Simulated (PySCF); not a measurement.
**Basis and Hamiltonian dependence of the excitation energy of In**

In [Kr] 4d10 5s2 5p1 (2P) → In [Kr] 4d10 5s2 5d1 (2D). All values are computed (PySCF 2.14, energy differences of UHF-based or UKS calculations, no spin-orbit coupling). Values in eV.

```
                                                                               basis       Hamiltonian  functions    UHF    LDA   PBE0  MP2 (valence)  CCSD(T) (valence)
                                                        aug-cc-pVDZ-PP with ECP28MDF               ECP         32  4.538  4.295  4.253          4.546              4.277
                                                      aug-cc-pwCVDZ-PP with ECP28MDF               ECP         48  4.534  4.283  4.242          4.551              4.286
                                                        aug-cc-pVTZ-PP with ECP28MDF               ECP         55  3.988  3.903  3.843          4.019              3.927
                             def2-TZVPPD with the def2 core potential (28 electrons)               ECP         56  4.048  3.942  3.885          4.118              4.015
         aug-cc-pVTZ-PP with one added diffuse shell each of d, f type with ECP28MDF               ECP         67  3.680  3.762  3.694          3.780              3.759
                                                                     aug-cc-pVTZ-DK3     spin-free X2C         68  3.989  3.906  3.846          4.020              3.927
                             def2-QZVPPD with the def2 core potential (28 electrons)               ECP         88  3.903  3.858  3.796          3.995              3.923
                                                        aug-cc-pVQZ-PP with ECP28MDF               ECP         92  3.851  3.826  3.763          3.918              3.850
                                                      aug-cc-pwCVTZ-PP with ECP28MDF               ECP         96  3.993  3.911  3.854          4.027              3.934
                                                                     aug-cc-pVQZ-DK3     spin-free X2C        102  3.912  3.866  3.804          3.964              3.883
                                                                   aug-cc-pwCVTZ-DK3     spin-free X2C        109  3.993  3.918  3.858          4.028              3.936
aug-cc-pVQZ-PP with one added diffuse shell each of s, p, d, f, g type with ECP28MDF               ECP        117  3.682  3.761  3.693          3.799                n/a
              aug-cc-pwCVTZ-DK3 with one added diffuse shell each of s, p, d, f type     spin-free X2C        125  3.686  3.778  3.709          3.790                n/a
                                                                          dyall-av2z  non-relativistic        130  4.435  4.180  4.150          4.440              4.056
```

Frozen in the all-electron rows: valence: [Kr] 4d10; with a core potential, the same shells as far as they lie outside it.

At CCSD(T) (valence), aug-cc-pVDZ-PP with ECP28MDF, aug-cc-pwCVDZ-PP with ECP28MDF lie more than 0.3 eV from the median of the rows with comparable relativity.

Non-relativistic rows lack the scalar-relativistic shift.

Reference for a calculation without spin-orbit coupling: 3.897 eV (measured, between term centres; NIST).
